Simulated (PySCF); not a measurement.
CHCl, SMILES Cl[CH] (connectivity only; charge and spin as stated), neutral, multiplicity 1.

The structure is a stationary point at PBE0-D3(BJ)/def2-TZVPD. The isomer is the one that the SMILES or the coordinates give; other isomers of the formula were not compared.

These are PBE/def2-TZVPD (PySCF) values and carry that method's errors.

Symmetry labels are those of the subgroup Cs that the program uses (full group Cs).

Computed valence orbital energies around the gap with their symmetry:
| orbital | symmetry | energy (eV) |
|---|---|---|
| HOMO−7 | A" | -191.71 |
| HOMO−6 | A' | -191.51 |
| HOMO−5 | A' | -22.80 |
| HOMO−4 | A' | -15.77 |
| HOMO−3 | A' | -11.27 |
| HOMO−2 | A" | -9.86 |
| HOMO−1 | A' | -9.13 |
| HOMO | A' | -5.65 |
| LUMO | A" | -4.47 |
| LUMO+1 | A' | -0.45 |
| LUMO+2 | A' | -0.01 |
| LUMO+3 | A' | 0.97 |
